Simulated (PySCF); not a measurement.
## H (hydrogen, neutral) across methods

1s1, 2S determinant. Calculation: PySCF 2.14, in dyall-acv3z (10s3p2d, 29 functions); scalar relativity by spin-free X2C-1e.

| method | E (hartree) | mean ε 1s α (eV) | Σ⟨r²⟩ (bohr²) | ⟨S²⟩ |
| --- | --- | --- | --- | --- |
| BHandHLYP | -0.4988 | -10.473 | 3.103 | 0.750 |
| LC-wPBE | -0.5063 | -12.197 | 3.153 | 0.750 |
| r2SCANh | -0.5001 | -8.579 | 3.093 | 0.750 |
| wB97X-V | -0.5008 | -11.683 | 3.200 | 0.750 |
| LDA | -0.4787 | -7.319 | 3.387 | 0.750 |
| PBE | -0.5000 | -7.595 | 3.238 | 0.750 |
| r2SCAN | -0.5002 | -8.026 | 3.105 | 0.750 |
| UHF | -0.50000 | -13.606 | 3.000 | 0.750 |
| PBE0 | -0.5013 | -9.130 | 3.157 | 0.750 |

For one electron the Hartree and exchange-correlation energies should cancel; what remains is the self-interaction error.
